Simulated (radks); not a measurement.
Results of a calculation; reference values are marked as such.
Valence configurations of the cerium ion Ce+ (all share [Xe]). Code: a radial shooting solver on a logarithmic mesh with Libxc functionals. Model: scalar-relativistic Kohn-Sham, PBEsol, spin-polarised, spherical densities, finite nucleus; open shells are filled with parallel spins first (spin-orbit coupling, left out, can overturn this in heavy ions); Fermi nuclear charge, rms radius 4.8771 fm. Order these by energy: 4f1 5d2; 4f1 5d1 6s1; 4f1 5d1.5 6p0.5; 5d2 6p1; 4f3; 4f2 6s1; 4f0.5 6p2.5; 4f0.5 5d2 6p0.5; 4f2 5d1; 4f1 5d1 6p1.

Answer. From the lowest, in eV above it: 4f2 6s1 0.000; 4f2 5d1 0.741; 4f1 5d1 6s1 0.797; 4f1 5d2 0.890; 4f1 5d1.5 6p0.5 2.358; 4f3 3.189; 4f1 5d1 6p1 3.998; 4f0.5 5d2 6p0.5 4.090; 5d2 6p1 9.136; 4f0.5 6p2.5 13.046. NIST lists [Xe] 4f1 5d2 as the ground configuration; this level of theory puts 4f2 6s1 lower, by 0.890 eV. The energies are those of spherical high-spin densities, not of single terms.
